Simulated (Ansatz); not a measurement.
A run for Ansatz (a first-principles code): R-CCSD(T)/def2-TZVPP on H2SSe2 (SMILES S[Se][SeH]), a point of a torsion scan. The run froze 33 orbitals, filled d shells among them.

Ansatz 0.2 input:
```yaml
crystal:
  periodic: [false, false, false]
  atoms:
    - {symbol: S, position_ang: [1.72130008, -0.14538928, -0.20261731]}
    - {symbol: Se, position_ang: [0.19055294, -1.50941966, -0.96582508]}
    - {symbol: Se, position_ang: [0.31527418, -1.32637354, -3.26516546]}
    - {symbol: H, position_ang: [0.96078404, 0.94857345, -0.10909769]}
    - {symbol: H, position_ang: [1.33350029, -2.34386990, -3.47395715]}
basis:
  gaussian:
    orbitals: def2-TZVPP
magnetization: {spin_polarized: false}
correlation: {method: ccsd_t, electrons: outside_noble_gas}
scf: {lower_state_search: off}
```

Q: Give the final energy of this run.

A: -5198.9713 hartree (reference determinant -5198.4153, T1 diagnostic 0.014).

Q: How many basis functions does it have, and what does it roughly cost on one machine?

A: 166 functions; about 13 core-seconds (a rough figure).
